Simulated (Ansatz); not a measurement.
Cost and result for the atomization energy of C$_{2}$H$_{8}$SiTe, SMILES `C[SiH](C)[TeH]` (12 atoms, 11 bonds).

Cartesian coordinates in Å:
```
C -1.505 -0.126 -0.928
Si -0.122 -0.363 0.308
C 0.846 1.210 0.585
Te 1.348 -2.164 -0.640
H -1.113 0.190 -1.897
H -2.194 0.645 -0.572
H -2.072 -1.048 -1.069
H -0.674 -0.839 1.606
H 1.268 1.573 -0.354
H 0.196 1.986 1.000
H 1.668 1.044 1.285
H 2.353 -2.109 0.677
```

Total charge 0; spin multiplicity 1. Correlated methods include outer-core shells of Te, which these sets cover unevenly. Te takes the def2 core potential. The structure was optimised at the PBE0-D4/def2-TZVP level. Program: Ansatz. All runs use 4 threads of an Arm Neoverse V1 on a shared host. Times are those of one run each, without the atoms' runs, and a repeat can differ threefold. Electronic energies, without spin–orbit coupling; frozen cores. CCSD(T)/CBS adds CCSD(T) − MP2 in def2-TZVPP to the MP2 limit, and its time is that of the two runs behind it. T1 = 0.010. With those shells the extrapolation isn't a true limit. HSE06 is the plane-wave form, built on full-range PBE exchange.

CCSD(T)/CBS is a level of theory with its own doubt, some kJ/mol a heavy atom from the limit and from the frozen cores, so smaller differences don't rank the functionals.

| level | functions | wall time | atomization (kcal/mol) | difference from CCSD(T)/CBS | per bond |
| --- | --- | --- | --- | --- | --- |
| BLYP-D4/def2-TZVPP | 266 | 2.5 s | 970.4 | -12.0 | -1.1 |
| PBE-D4/def2-TZVPP (with forces) | 266 | 2.9 s | 985.4 | 3.0 | 0.3 |
| PBE0-D4/def2-TZVPP | 266 | 4.7 s | 978.2 | -4.2 | -0.4 |
| HSE06-D4/def2-TZVPP | 266 | 5 s | 978.6 | -3.8 | -0.4 |
| CAM-B3LYP-D4/def2-TZVPP | 266 | 5.5 s | 979.8 | -2.6 | -0.2 |
| r2SCAN-D4/def2-TZVPP (with forces) | 266 | 7 s | 979.3 | -3.1 | -0.3 |
| B2PLYP/def2-TZVPP | 266 | 8 s | 965.8 | -16.6 | -1.5 |
| CCSD(T)/def2-SVP | 112 | 8 s | 922.7 | -59.7 | -5.4 |
| B97M-V/def2-TZVPP | 266 | 11 s | 981.0 | -1.4 | -0.1 |
| ωB97X-V/def2-TZVPP | 266 | 11 s | 981.7 | -0.7 | -0.1 |
| MP2/def2-QZVPP | 506 | 38 s | 973.7 | -8.7 | -0.8 |
| CCSD(T)/def2-TZVPP | 266 | 4.6 min | 956.9 | -25.5 | -2.3 |
| CCSD(T)/CBS(def2) | – | 5.2 min | 982.4 | 0.0 | 0.0 |

Leaving LDA and LC-ωPBE aside and taking each functional with its dispersion term where it has one, the values, not all of them listed here, spread over 23.4 kcal/mol, from BHLYP-D4 to PBE-D4. LDA lies +118.5 kcal/mol from PBE without D4, its usual overbinding. From BLYP to BHLYP (50 % exact exchange), in def2-TZVPP and without D4, the atomization energy moves by −3.1 kcal/mol: exact exchange takes away binding that semilocal exchange gives to molecules. In def2-TZVPP, CCSD(T) changes the Hartree–Fock value by +221.5 kcal/mol (the triples alone add +11.4 kcal/mol) and MP2 by +223.4 kcal/mol; breaking electron pairs costs correlation energy, which Hartree–Fock lacks.

Spin–orbit coupling would lower the free Te atoms strongly, and the atomization energy with them, by more than many differences here.
